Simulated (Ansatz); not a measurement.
**Question.** Name a neutral molecule of C, Cl, F, Mo, N, O and H with HOMO–LUMO gap (ωB97M-V/def2-TZVPP) between 8.85 and 9.15 eV and HOMO–LUMO gap (B3LYP/def2-TZVPP) between 4.35 and 4.65 eV (Ansatz, PBE0-D4/def2-TZVP geometry).

**Answer.** `C[N]=[Mo]([OH])([F])([Cl])[Cl]` (9.11 eV, 4.51 eV). Other molecules can fit too; these were computed, each in one conformer that needn't be the lowest.

B3LYP here is the variant with VWN-RPA as its local correlation; programs differ in this.
